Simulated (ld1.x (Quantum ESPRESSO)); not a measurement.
Values are calculated unless marked as measured or tabulated.
## Potentials for Hf compared

Generated with ld1.x 7.5 (TM, RRKJ, ultrasoft, PAW), atompaw 4.2 or ONCVPSP 4.0.1. The cutoff is in Ry: for ld1.x and atompaw files where the sum of valence levels is converged to 10 mRy in a Bessel basis, for ONCV files where the hardest occupied wave has 1 mHa per electron of residual kinetic energy. The error is the largest all-electron minus pseudo excitation energy over each file’s own four to seven test configurations (ionisations up to +4, promotions, holes and added fractions of an electron), all of which were solved. The labels leave out finer settings (local radius, basis sizes, second energies), which also bear on the numbers. Spin-polarised tests are not counted. The rows are a selection from randomly drawn settings: files with unsolved tests, undetermined cutoffs or missed reference levels are left out.

```tsv
potential	cutoff (Ry)	largest error (meV)	bound ghosts
TM, Wu–Cohen, fully relativistic, rc 2.45/3.60/1.80 (spd), local s, core correction no, reference 5d2 6s2 6p0	25	-73	none
ultrasoft, PBEsol, scalar-relativistic, rc 2.95/3.15/2.45/0.85 (spdf), local smoothed, core correction yes, reference 4f14 5d2 6s1 6p0	300	-1216	none
ultrasoft, LDA (PZ), scalar-relativistic, rc 3.10/3.20/3.30 (spd), local smoothed, core correction no, reference 5d2 6s2 6p0	8	+539	none
TM, PBE, non-relativistic, rc 3.25/3.75/2.30 (spd), local smoothed, core correction yes, reference 5d2 6s2 6p0	25	-269	none
TM, PBE, scalar-relativistic, rc 2.55/3.10/2.20 (spd), local s, core correction yes, reference 5d2 6s1.5 6p0	25	-282	none
```

Fill in the row for Hf: TM, BLYP, scalar-relativistic, rc 3.05/4.20/2.35 (spd), local s, core correction yes, reference 5d2 6s2 6p0.

cutoff 21 Ry, largest error -270 meV, bound ghosts: none.
